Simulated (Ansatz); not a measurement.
`FC1=CC(F)C1(F)F` → `FC(F)=CC=C(F)F`  (isomerisation)

Isolated molecules relaxed with PBE0-D4/def2-TZVP in Ansatz; ΔE leaves out vibrations. CCSD(T)/CBS adds triple-zeta CCSD(T) − MP2 to the extrapolated MP2 energy (def2 sets, frozen cores). Functionals use def2-TZVPP. B3LYP here is the variant with VWN-RPA as its local correlation; programs differ in this. One conformer a species, not always the lowest.

CCSD(T)/CBS gives -29.2 kJ/mol.

(1) Another level gave -52.9 kJ/mol. Which?
A. SCS-MP2/def2-TZVPP
B. B3LYP-D4/def2-TZVPP
C. ωB97X-V/def2-TZVPP
D. r2SCANh/def2-TZVPP

(2) What do rigid-rotor, harmonic-oscillator terms from PBE0-D4/def2-TZVP frequencies (298.15 K, 1 bar) make of the CCSD(T)/CBS value? (Estimate.)

Largest T1 diagnostic among the species: 0.013.

Results:

(1) B. B3LYP-D4 -52.9, ωB97X-V -24.2, SCS-MP2/def2-TZVPP -31.7, r2SCANh -46.0 kJ/mol.

(2) Computed: ΔZPE = -2.1 kJ/mol, ΔH = -29.5 kJ/mol, ΔS = 15 J/(mol·K), ΔG = -34.0 kJ/mol.

Leaving LDA and LC-ωPBE aside and taking each functional with its dispersion term where it has one, the values, not all of them listed here, spread over 38.2 kJ/mol, from BLYP-D4 to ωB97X-V. LDA lies +6.3 kJ/mol from PBE without D4. At CCSD(T), def2-SVP lies −19.5 kJ/mol from the extrapolated value and def2-TZVPP −4.1 kJ/mol.

CCSD(T)/CBS has its own doubt, a few kJ/mol and more with outer-core shells, so smaller differences from it don't rank the levels.
